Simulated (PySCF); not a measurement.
**Threshold energies of SiSb in a plasma**

PBE in PySCF with def2-TZVPPD on every atom (core potentials on Sb), for the lowest determinant that a PBE0 search found; no spin–orbit coupling.

```tsv
species	state (unpaired electrons)	Re (Å)	ωe (cm⁻¹)	energy of the minimum from the neutral (eV)	De (eV)	dissociates to
SiSb	doublet (π ↑)	2.405	404	0.00	3.15	Si + Sb
SiSb⁺	triplet (π ↑↑)	2.559	334	7.99	3.36	Si⁺ + Sb
SiSb⁻	singlet (closed shell)	2.329	441	-2.63	4.55	Si⁻ + Sb
```

Question: Work out the lowest energy to break SiSb into atoms, from its vibrational ground state.

Answer: D0 = De − ωe/2 = 3.15 − 0.03 = 3.12 eV (PBE/def2-TZVPPD).

Question: Work out the ionisation energy of the Si atom at this level and the threshold of dissociative ionisation.

Answer: IE(Si) = 7.99 + 3.36 − 3.15 = 8.20 eV, so Si⁺ + Sb + e⁻ appears at D0 + IE(Si) = 11.32 eV (PBE/def2-TZVPPD). The measured IE(Si) is 8.152 eV (NIST ASD).

Question: Work out the electron affinity of the Si atom and the threshold of dissociative attachment.

Answer: EA(Si) = 3.15 − 4.55 − (-2.63) = 1.23 eV, so Si⁻ + Sb needs D0 − EA(Si) = 1.89 eV (PBE/def2-TZVPPD). The measured EA(Si) is 1.39 eV.

These are thermodynamic thresholds; the onsets seen under electron impact lie higher where the geometry changes, and cross-sections peak well above them.

Spin–orbit coupling is left out, which matters for elements this heavy, above all for dissociation energies. For an ion De counts to the pair picked by the measured ionisation energies or electron affinities, which need not be the lowest pair at this level. States were picked by a PBE0 search and need not be the measured ground states.
